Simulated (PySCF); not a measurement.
## Spinor energies of Ir²⁺ (iridium, charge +2)

Start: [Xe] 4f14 5d6 6p1; 5d3/2 filled at m_j = +3/2; 5d5/2 filled at m_j = -3/2, -1/2, +1/2, +3/2, +5/2; 6p3/2 filled at m_j = +3/2. Calculated with PySCF 2.14 in x2c-SVPall-2c with one added diffuse shell each of s, d type (8s9p10d2f, 99 functions): generalised Hartree-Fock with the X2C-1e Hamiltonian and a Gaussian nucleus; one run each with spin-orbit coupling (SO) switched off, then screened by Boettger's factors. This is a chosen level, not necessarily the ground level.

```csv
spinor shell,electrons,"ε, spin-free (eV)","ε, screened SO (eV)",weight of nominal j (screened SO),"rms radius, screened SO (bohr)"
1s1/2,2,-76555.0,-76528.3,1.000,0.0197
2s1/2,2,-13561.0,-13552.5,1.000,0.0796
2p1/2,2,-11793.5,-12961.7,1.000,0.0675
2p3/2,4,-11793.5,-11328.1,1.000,0.0752
3s1/2,2,-3257.1,-3254.2,1.000,0.203
3p1/2,2,-2731.8,-2990.2,1.000,0.195
3p3/2,4,-2731.8,-2626.6,1.000,0.210
3d3/2,4,-2144.9,-2189.3,1.000,0.186
3d5/2,6,-2144.9,-2112.2,1.000,0.189
4s1/2,2,-749.48,-748.42,1.000,0.450
4p1/2,2,-574.15,-635.72,1.000,0.456
4p3/2,4,-574.15,-548.65,1.000,0.489
4d3/2,4,-354.10,-363.29,0.999,0.508
4d5/2,6,-354.10,-346.72,0.999,0.519
5s1/2,2,-139.61,-139.32,1.000,1.05
4f5/2,6,-107.33,-108.64,0.986,0.586
4f7/2,8,-107.33,-105.32,0.989,0.586
5p1/2,2,-90.984,-102.26,0.951,1.19
5p3/2,4,-90.984,-85.870,0.977,1.22
5d5/2,5,-36.880,-37.461,0.458,1.66
5d3/2,1,-36.880,-33.772,0.626,1.68
6p3/2,1,-17.361,-17.191,1.000,4.00
```

```
   quantity     spin-free   screened SO
E (hartree)  -17812.11738  -17836.64771
        M_J          11/2          11/2
       ⟨J²⟩        35.767        35.786
       ⟨L²⟩        12.016        13.187
       ⟨S²⟩         8.751         8.236
```

Each row is a mean over spinors that exchange with the open shell spreads, by up to 8.736 eV (5p3/2).

Rows whose weight is well below 1 are mixtures of j = l ± 1/2: exchange outweighs spin-orbit coupling there, and the label is only the starting occupation.

Breit and QED terms are absent; they matter most for the inner s and p1/2 levels.

Densities and radii are taken from the X2C orbitals without a picture-change correction, which distorts them close to the nucleus.

Without spin-orbit coupling the j labels of p, d and f shells carry no meaning; the spin-free column gives the mean over the occupied spinors of each nl shell.
